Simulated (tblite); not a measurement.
C5H4BrCl2F.
SMILES with atom numbers: `[F:1][C@@H:2]1/[C:3](=[CH:4]/[CH:5]([Cl:6])[Cl:7])[C@@H:8]1[Br:9]` (hydrogens: H10 on C2; H11 on C4; H12 on C5; H13 on C8)

Computed with GFN2-xTB (tblite), gas phase: L-BFGS steps from a force-field or distance-geometry start until the largest atomic force falls under 0.01 eV/Å.

Step 51: E = -832.3407 eV
```
atom  x, y, z in Å  |  force x, y, z in eV/Å
F1     -2.1042   -0.9776    1.5742    0.002   0.004  -0.023
C2     -1.8434   -0.6320    0.2887    0.003  -0.003  -0.022
C3     -0.4502   -0.3709   -0.0919    0.015  -0.028  -0.038
C4      0.8048   -0.7547   -0.1706    0.012   0.050   0.003
C5      1.9001    0.2325   -0.3822    0.005   0.001   0.033
Cl6     2.8784    0.3126    1.1181   -0.009  -0.006  -0.031
Cl7     2.9417   -0.2476   -1.7407   -0.018  -0.035  -0.031
C8     -1.3630    0.7723   -0.0297   -0.019  -0.001   0.024
Br9    -1.1133    2.0832    1.3673   -0.022   0.020   0.046
H10    -2.5520   -1.1145   -0.3787    0.039   0.007   0.004
H11     1.0943   -1.7903   -0.0577   -0.009   0.035   0.033
H12     1.5306    1.2408   -0.5842    0.010  -0.035   0.015
H13    -1.7280    1.2466   -0.9306   -0.010  -0.009  -0.013
```

Step 52: E = -832.3412 eV
```
atom  x, y, z in Å  |  force x, y, z in eV/Å
F1     -2.1029   -0.9778    1.5733    0.001   0.001  -0.022
C2     -1.8430   -0.6326    0.2876   -0.003   0.009  -0.016
C3     -0.4506   -0.3697   -0.0934    0.015  -0.024  -0.029
C4      0.8047   -0.7534   -0.1696    0.004   0.040   0.017
C5      1.9005    0.2330   -0.3800   -0.005  -0.012   0.002
Cl6     2.8813    0.3078    1.1154    0.009  -0.001  -0.005
Cl7     2.9383   -0.2457   -1.7439   -0.025  -0.026  -0.023
C8     -1.3650    0.7726   -0.0308    0.008   0.001   0.019
Br9    -1.1109    2.0847    1.3679   -0.035  -0.007   0.008
H10    -2.5514   -1.1158   -0.3794    0.036   0.006   0.003
H11     1.0940   -1.7885   -0.0517   -0.010   0.033   0.024
H12     1.5290    1.2408   -0.5791    0.019  -0.019   0.008
H13    -1.7283    1.2448   -0.9342   -0.013   0.000   0.014
```

Step 53: E = -832.3416 eV
```
atom  x, y, z in Å  |  force x, y, z in eV/Å
F1     -2.1017   -0.9756    1.5731   -0.001  -0.005  -0.016
C2     -1.8427   -0.6327    0.2867   -0.001   0.016  -0.008
C3     -0.4506   -0.3697   -0.0944    0.009  -0.002  -0.015
C4      0.8050   -0.7525   -0.1676   -0.003   0.021   0.022
C5      1.9010    0.2330   -0.3769   -0.001  -0.012  -0.020
Cl6     2.8886    0.3000    1.1124    0.017  -0.001   0.009
Cl7     2.9325   -0.2405   -1.7492   -0.033  -0.022  -0.014
C8     -1.3659    0.7725   -0.0328    0.021   0.005   0.009
Br9    -1.1136    2.0876    1.3659   -0.039  -0.027  -0.017
H10    -2.5508   -1.1172   -0.3789    0.026   0.001  -0.006
H11     1.0934   -1.7873   -0.0476   -0.005   0.022   0.021
H12     1.5278    1.2409   -0.5698    0.025  -0.003   0.001
H13    -1.7274    1.2417   -0.9388   -0.014   0.006   0.033
```

Step 54: E = -832.3420 eV
```
atom  x, y, z in Å  |  force x, y, z in eV/Å
F1     -2.1008   -0.9716    1.5732   -0.004  -0.010  -0.010
C2     -1.8425   -0.6324    0.2859    0.004   0.016   0.001
C3     -0.4503   -0.3697   -0.0948    0.002   0.024   0.000
C4      0.8056   -0.7516   -0.1643   -0.004  -0.002   0.023
C5      1.9018    0.2324   -0.3731    0.009  -0.004  -0.032
Cl6     2.9006    0.2882    1.1083    0.018  -0.003   0.014
Cl7     2.9237   -0.2320   -1.7571   -0.043  -0.019  -0.005
C8     -1.3664    0.7724   -0.0356    0.023   0.009  -0.003
Br9    -1.1203    2.0919    1.3614   -0.038  -0.040  -0.033
H10    -2.5495   -1.1198   -0.3779    0.014  -0.003  -0.017
H11     1.0922   -1.7863   -0.0433    0.005   0.007   0.022
H12     1.5272    1.2412   -0.5559    0.030   0.014  -0.006
H13    -1.7256    1.2376   -0.9448   -0.016   0.013   0.044
```

Question: Estimate the geometry and energy of step 55. (The exact step hangs on the optimiser's Hessian estimate; all steps are aligned on step 54, rigid shifts and turns removed.)

Answer: E = -832.3424 eV, largest force 0.065 eV/Å
```
atom  x, y, z in Å  |  force x, y, z in eV/Å
F1     -2.1004   -0.9670    1.5733   -0.006  -0.014  -0.002
C2     -1.8421   -0.6316    0.2850    0.012   0.008   0.007
C3     -0.4497   -0.3690   -0.0946   -0.005   0.043   0.018
C4      0.8062   -0.7504   -0.1601    0.000  -0.023   0.020
C5      1.9032    0.2314   -0.3692    0.017   0.008  -0.031
Cl6     2.9151    0.2743    1.1034    0.017  -0.007   0.013
Cl7     2.9127   -0.2224   -1.7667   -0.048  -0.019   0.003
C8     -1.3666    0.7726   -0.0387    0.016   0.008  -0.016
Br9    -1.1301    2.0965    1.3556   -0.032  -0.043  -0.036
H10    -2.5471   -1.1235   -0.3769    0.001  -0.003  -0.028
H11     1.0904   -1.7852   -0.0383    0.015  -0.012   0.024
H12     1.5276    1.2415   -0.5397    0.034   0.031  -0.016
H13    -1.7235    1.2332   -0.9511   -0.020   0.022   0.045
```

The energy changes by -0.0005 eV. The first-order estimate −F·Δx gives -0.0006 eV and the mean of the old and new forces, exact on a quadratic surface, -0.0005 eV. The step makes an angle of 82° with the force vector and moves no atom by more than 0.021 Å.

What follows is the cost of the whole relaxation. Hardware: an Arm Neoverse V1 with one thread, no GPU, on a shared host. Cost: 0.85 s of wall time.
